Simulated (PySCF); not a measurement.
UHF on Si⁺ (silicon, charge +1)

Configuration: [Ne] 3s2 3p1, 2P determinant. Calculation: PySCF 2.14, in pcseg-2 (5s4p2d1f, 34 functions); the non-relativistic Hamiltonian (point nucleus).

```json
{"Total energy": "-288.567547 hartree", "One-electron energy": "-396.0614 hartree", "Hartree (Coulomb) energy": "127.5747 hartree", "Exchange energy": "-20.0809 hartree", "Kinetic energy": "289.30946 hartree", "⟨S²⟩": "0.7608", "⟨L²⟩": "2.033", "Sum of ⟨r⟩": "11.21 bohr", "Sum of ⟨r²⟩": "20.22 bohr²", "Traceless quadrupole moment −½Σ⟨3z² − r²⟩ along its main axis": "-2.86 e·bohr²", "Density at the nucleus (Gaussians lack the cusp)": "1730 bohr⁻³", "Spin density at the nucleus": "0.0242 bohr⁻³", "Langevin diamagnetic susceptibility": "-16.0 ×10⁻⁶ cm³/mol", "Time after the integrals": "0.15 s of wall time on 1 thread of Neoverse-N1 (shared host)"}
```

```tsv
shell	electrons	mean orbital energy (hartree)	spread (hartree)	rms radius, mean of both spins (bohr)
1s α	1	-69.11890	0	0.129
1s β	1	-69.11241	0	0.129
2s α	1	-6.50104	0	0.615
2s β	1	-6.49354	0	0.615
2p α	3	-4.60257	0.01341	0.600
2p β	3	-4.58928	0.01682	0.600
3s α	1	-0.88321	0	2.26
3s β	1	-0.79547	0	2.26
3p α	1	-0.59364	0	2.66
```
